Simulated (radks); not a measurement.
Task: Re44+, 31 electrons, occupied as [Ar] 3d10 4s2 4p1. All-electron calculation, scalar-relativistic Kohn-Sham, Slater X-alpha with alpha = 0.97, spin-polarised, spherical densities, finite nucleus; open shells are filled with parallel spins first (spin-orbit coupling, left out, can overturn this in heavy ions); Fermi nuclear charge, rms radius 5.3698 fm. Program: a radial shooting solver on a logarithmic mesh with Libxc functionals. Some entries of the table are withheld. Estimate them.

orbital,occ.,eigenvalue (eV),<1/r> (bohr^-1),<r> (bohr)
1s up,1,-74143.39,88.81,0.01802
1s down,1,-74141.69,88.81,0.01802
2s up,1,-14712.07,20.85,0.07591
2s down,1,-14711.03,20.85,0.07591
2p up,3,-13144.74,18.84,0.06797
2p down,3,-13143.33,18.84,0.06797
3s up,1,-4997.811,7.882,0.1933
3s down,1,-4996.027,7.884,0.1932
3p up,3,-4531.881,(1),0.1925
3p down,3,-4529.919,(2),0.1924
3d up,5,-4022.108,6.885,0.1731
3d down,5,-4020.363,6.887,0.1730
4s up,1,-2413.961,3.873,0.3839
4s down,1,-2404.726,3.877,0.3837
4p up,1,(3),3.634,(4)
4p down,0,(5),3.637,(6)

Result: 
(1) 3p up <1/r> (bohr^-1): 7.286
(2) 3p down <1/r> (bohr^-1): 7.288
(3) 4p up eigenvalue (eV): -2236.434
(4) 4p up <r> (bohr): 0.3929
(5) 4p down eigenvalue (eV): -2227.163
(6) 4p down <r> (bohr): 0.3928
